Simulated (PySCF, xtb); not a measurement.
Si(I)3(OH) (HI3OSi), SMILES O[Si](I)(I)I. One conformer was computed; it need not be the lowest.

Harmonic wavenumbers (cm⁻¹) from GFN2-xTB run with xtb 6.7.1 at its own minimum, in rising order: 63, 66, 107, 173, 179, 240, 260, 456, 468, 723, 948, 3652.

Question: What does PBE0-D3(BJ)/def2-SVP run with PySCF give at its own minimum? (An estimate is asked for; the answer gives what the named calculation found.)

Answer: 67, 75, 117, 149, 197, 233, 253, 431, 436, 796, 931, 3892. Paired by order, the mean absolute difference is 39 cm⁻¹ and the zero-point energies are 10.5 and 10.8 kcal/mol.
